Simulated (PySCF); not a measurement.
Excitation energy of V+ by level of theory

V+ [Ar] 3d4 (5D) → V+ [Ar] 3d3 4p1 (high-spin determinant), as a difference of total energies. Computed with PySCF 2.14 in def2-QZVPPD (11s6p5d3f2g, 93 functions), with no relativity, point nucleus. Correlated levels: valence: [Ar] frozen; valence and next inner shell: [Ne] frozen. The calculations carry no spin-orbit coupling.

```
                                method  excitation energy (cm⁻¹)
                                   UHF                     28898
                                   LDA                     40335
                                   PBE                     37749
                                  PBE0                     36795
                                 TPSSh                     36039
                                revPBE                     37247
                                 HSE06                     36570
                         MP2 (valence)                     33637
                     SCS-MP2 (valence)                     30478
    MP2 (valence and next inner shell)                     38352
SCS-MP2 (valence and next inner shell)                     34841
```

A first-order spin-orbit estimate (lowest level to lowest level, LS coupling) adds -0.029 eV.

The determinant of the upper state mixes LS terms, which raises its energy above the lowest term, most at the Hartree-Fock and MP2 levels.
